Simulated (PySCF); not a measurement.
Atoms are numbered as in `[CH:1]#[C:2][SiH2:3][C:4]([F:5])([Cl:6])[Cl:7]`; H(Xn) means a hydrogen on atom n.

Theoretical values (PySCF 2.14.0 with density-fitted response routines): PBE0/pcSseg-1 with gauge-including orbitals, GFN2-xTB geometry. In vacuum, non-relativistic, equivalent nuclei averaged, single conformer.

Referencing at the same level of theory: TMS for 13C (186.93 ppm), 1H (31.72 ppm), 29Si (349.16 ppm); 19F (170.95 ppm) vs CFCl3; 35Cl (949.78 ppm) against HCl.

```csv
atoms,nucleus,count,δ (ppm)
C2,13C,1,82.1
H(C1),1H,1,2.08
H(Si3),1H,2,4.65
F5,19F,1,-80.9
C1,13C,1,107.6
C4,13C,1,?
Si3,29Si,1,?
Cl6/Cl7,35Cl,2,407
```

Complete the table.

## Answers


- C4: 137.4 ppm, fully substituted sp3 carbon bonded to 2 Cl and F and Si; 3 electronegative neighbours deshield it
- Si3: -52.9 ppm, silicon bonded to 2 C, 2 H

Carbons that carry Cl, above all several Cl atoms, come out too deshielded, partly because spin–orbit coupling is missing. Shifts are as computed. Against solution values, carbons near 30 ppm lie about +3 ppm off and those near 130 ppm about +5 ppm; carbons on Cl a further +6 ppm. Of 1309 compounds with measured shifts, 239 miss one by over three times the rms of a fit or turn the order of signals round; such compounds aren't used in these exercises. Unscaled 19F shifts against computed CFCl3 carry errors that often reach 10 to 50 ppm.
